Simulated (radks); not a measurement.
Question: Ge4+, configuration [Ne] 3s1.5 3p6 3d10 4f0.5 (fractional occupations, a model configuration). All-electron calculation, scalar-relativistic Kohn-Sham, exchange-only LDA, spin-unpolarised, spherical densities, point nucleus. Program: a radial shooting solver on a logarithmic mesh with Libxc functionals. Some entries of the table are withheld. Estimate them.

orbital  occ.  eigenvalue (eV)  <r> (bohr)  <r^2> (bohr^2)
1s          2              (1)     0.04706        0.002981
2s          2        -1427.746      0.2104         0.05219
2p          6              (2)      0.1838         0.04141
3s        1.5        -224.8075      0.6223          0.4463
3p          6              (3)      0.6421          0.4843
3d         10         -85.6509      0.7006             (4)
4f        0.5              (5)       3.751           15.76

Answer: 
(1) 1s eigenvalue (eV): -11001.59
(2) 2p eigenvalue (eV): -1256.565
(3) 3p eigenvalue (eV): -172.2872
(4) 3d <r^2> (bohr^2): 0.6140
(5) 4f eigenvalue (eV): -16.8049
